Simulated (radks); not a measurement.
Values are calculated unless marked as measured or tabulated.
Excited configurations of neutral phosphorus: one electron is placed in a higher orbital outside [Ne] 3s2 3p2. The ground configuration is [Ne] 3s2 3p3. Code: a radial shooting solver on a logarithmic mesh with Libxc functionals. Model: non-relativistic Kohn-Sham, PBE, spin-polarised, spherical densities, point nucleus; open shells are filled with parallel spins first. Excitation = E - E(ground); binding = E(ion) - E, where the ion is the core of charge +1; n* = 1/sqrt(2 binding) in atomic units, and the quantum defect is n - n*.

4p: excitation (eV) 8.025; binding (eV) 2.524; eigenvalue (eV) -1.395; <r> (bohr) 7.847
4f: excitation (eV) 9.583; binding (eV) 0.966; eigenvalue (eV) -0.480; <r> (bohr) 16.68
5p: excitation (eV) 9.161; binding (eV) 1.388; eigenvalue (eV) -0.844; <r> (bohr) 15.48
5f: excitation (eV) 9.876; binding (eV) 0.674; eigenvalue (eV) -0.405; <r> (bohr) 28.24

The Delta-SCF ionisation energy is 10.550 eV (NIST Atomic Spectra Database: 10.487 eV, measured). Self-interaction in the functional shifts the binding energies and quantum defects, so they are the method's values and not measured ones. Open shells are spherical and high-spin; term and fine-structure splittings are not resolved.
